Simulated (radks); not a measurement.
Excited configurations of As6+: one electron is placed in a higher orbital outside [Ar] 3d8. The ground configuration is [Ar] 3d9. Method: scalar-relativistic Kohn-Sham, PBE, spin-polarised, spherical densities, point nucleus; open shells are filled with parallel spins first; computed with a radial shooting solver on a logarithmic mesh with Libxc functionals. Excitation = E - E(ground); binding = E(ion) - E, where the ion is the core of charge +7; n* = 7/sqrt(2 binding) in atomic units. These energies are relativistic, and a one-electron ion of charge +7 with no core already has n* below n in this formula (scalar-relativistic equation, point nucleus: 4s 3.999, 4p 3.999, 4d 4.000, 4f 4.000, 5s 4.999, 5f 5.000, 6s 5.999, 6p 5.999, 6f 6.000, 7d 7.000, 7f 7.000).

outer orbital  excitation (eV)  binding (eV)     n*  <r> (bohr)
4s                      50.615        99.989  2.582       1.483
4p                      65.774        84.830  2.803       1.615
4d                      88.459        62.145  3.275       1.928
4f                      107.07        43.529  3.914       2.393
5s                      98.583        52.021  3.580       2.811
5f                      122.04        28.561  4.831       4.179
6s                      118.61        31.998  4.565       4.546
6p                      121.51        29.089  4.787       4.871
6f                      130.66        19.944  5.782       6.396
7d                      133.27        17.331  6.202       7.976
7f                      135.93        14.673  6.741       9.031

The Delta-SCF ionisation energy is 150.60 eV (NIST Atomic Spectra Database: 147 eV, theoretical). Self-interaction in the functional shifts the binding energies and quantum defects, so they are the method's values and not measured ones. Open shells are spherical and high-spin; term and fine-structure splittings are not resolved.
